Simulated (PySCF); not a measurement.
## Worked example: oscillator strength and radiative lifetime

Be(OSiH3)2 (BeH₆O₂Si₂), SMILES [SiH3][O][Be][O][SiH3].

Coordinates come from a B3LYP-D3(BJ)/def2-SVP optimisation. The structure was generated by enumeration; whether it is a known compound was not checked. The values are those of a single conformer.

TDDFT-M06-2X/def2-SVPD (PySCF) puts the first singlet state with f over 0.02 at 8.59 eV (vertical), with the transition dipole (0.155, 0.591, 0.108) in atomic units.

Q: Find the oscillator strength, the wavelength and the radiative lifetime that this transition would have in vacuum if emission retraced absorption.

A: 
|μ|² = 0.3850 au, so |μ| = 1.58 D. ΔE = 8.59/27.211 = 0.3157 hartree. f = (2/3) ΔE |μ|² = 0.081 (the program prints 0.081).
λ = 1239.84/8.59 = 144 nm; ν = 69283 cm⁻¹.
Einstein's coefficient A = 0.6670 ν² f s⁻¹ (ν in cm⁻¹) = 2.6e8 s⁻¹, so τ = 1/A = 3.9 ns. This state is S10; the lower singlets have f = 0.000, 0.000, 0.000, 0.000, 0.000, 0.004, 0.005, 0.009, 0.009. The figure is the radiative limit of this one transition; relaxation, internal conversion, crossing to triplets and a medium change what is measured.
